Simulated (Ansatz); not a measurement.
`CS[SiH2][SiH3]` + `BOC#CS` → `BO[SiH2]SC` + `[SiH3]C#CS`  (redistribution)

Program: Ansatz. Geometries: PBE0-D4/def2-TZVP. ΔE: electronic, gas phase. CBS: MP2 limit from def2 TZ/QZ plus the TZ coupled-cluster correction, frozen cores. DFT in def2-TZVPP. B3LYP here is the variant with VWN-RPA as its local correlation; programs differ in this. Each species was taken in one conformer, which may not be the lowest.

```csv
level,ΔE (eV),difference from CCSD(T)/CBS
PBE-D4,-2.13,0.44
r2SCAN-D4,-2.42,0.15
PBE0-D4,-2.23,0.34
B3LYP-D4,-2.42,0.15
ωB97X-V,-2.40,0.17
ωB97M-V,-2.52,0.05
B2PLYP,-2.54,0.03
PBE,-2.12,0.45
r2SCAN,-2.42,0.15
PBE0,-2.22,0.35
B3LYP,-2.40,0.17
HF/def2-TZVPP,-2.65,-0.08
MP2/def2-TZVPP,-2.69,-0.12
SCS-MP2/def2-TZVPP,-2.68,-0.11
CCSD/def2-TZVPP,-2.56,0.01
CCSD(T)/def2-TZVPP,-2.55,0.02
HF/def2-QZVPP,-2.67,-0.10
MP2/def2-QZVPP,-2.71,-0.14
SCS-MP2/def2-QZVPP,-2.71,-0.14
HF/CBS(def2),-2.67,-0.10
MP2/CBS(def2),-2.72,-0.15
CCSD/CBS(def2),-2.58,-0.01
CCSD(T)/CBS,-2.57,0
```

Largest T1 diagnostic among the species: 0.015.

From PBE to PBE0 (25 % exact exchange), in def2-TZVPP and without D4, ΔE moves by −0.11 eV.
